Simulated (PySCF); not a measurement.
## `[H]/N=C1/C[C@@H](F)C[C@H]1C#N`, C₆H₇FN₂

Geometry (Å), atoms numbered from 1 in this order:
```xyz
16

N     1.579    2.242    1.865
C     0.960    1.713    1.062
C     0.208    1.015    0.053
C    -1.104    0.425    0.583
C    -1.317   -0.824   -0.276
F    -2.124   -1.731    0.367
C     0.087   -1.384   -0.497
C     0.993   -0.190   -0.497
N     2.170   -0.237   -0.907
H     0.024    1.705   -0.780
H    -1.936    1.125    0.522
H    -0.988    0.115    1.624
H    -1.819   -0.588   -1.223
H     0.195   -1.969   -1.408
H     0.350   -2.028    0.346
H     2.714    0.619   -0.847
```

Computed with TDDFT PBE0/def2-SVPD circular dichroism and optical rotation, one conformer, gas phase in PySCF. Geometry: GFN2-xTB.

The molecule is flexible and this is one conformer; a measurement averages over conformers.

Q: Draw the ECD and absorption spectra from the lowest 8 states, each a Gaussian of half-width 0.35 eV at 1/e height.

A: 
| E (eV) | λ (nm) | Δε (L mol⁻¹ cm⁻¹) | ε (L mol⁻¹ cm⁻¹) |
| --- | --- | --- | --- |
| 4.53 | 274 | -0.22 | 9.14 |
| 4.68 | 265 | -0.62 | 25.9 |
| 4.83 | 257 | -1.21 | 50.7 |
| 4.98 | 249 | -1.64 | 68.9 |
| 5.13 | 242 | -1.55 | 64.8 |
| 5.28 | 235 | -1.01 | 42.2 |
| 5.43 | 228 | -0.45 | 19.1 |
| 5.58 | 222 | -0.14 | 5.95 |
| 5.73 | 216 | -0.03 | 1.29 |
| 5.88 | 211 | 0.00 | 0.211 |
| 6.03 | 206 | 0.00 | 0.24 |
| 6.18 | 201 | +0.01 | 1.87 |
| 6.33 | 196 | +0.02 | 11.4 |
| 6.48 | 191 | -0.07 | 50.6 |
| 6.63 | 187 | -0.75 | 168 |
| 6.78 | 183 | -2.89 | 430 |
| 6.93 | 179 | -6.58 | 889 |
| 7.08 | 175 | -9.59 | 1560 |
| 7.23 | 172 | -8.68 | 2490 |
| 7.38 | 168 | -3.51 | 3720 |
| 7.53 | 165 | +2.03 | 4960 |
| 7.68 | 161 | +3.90 | 5360 |

Δε uses R in velocity form, ε uses f in length form. Only the states computed contribute, so the short-wavelength end is incomplete.
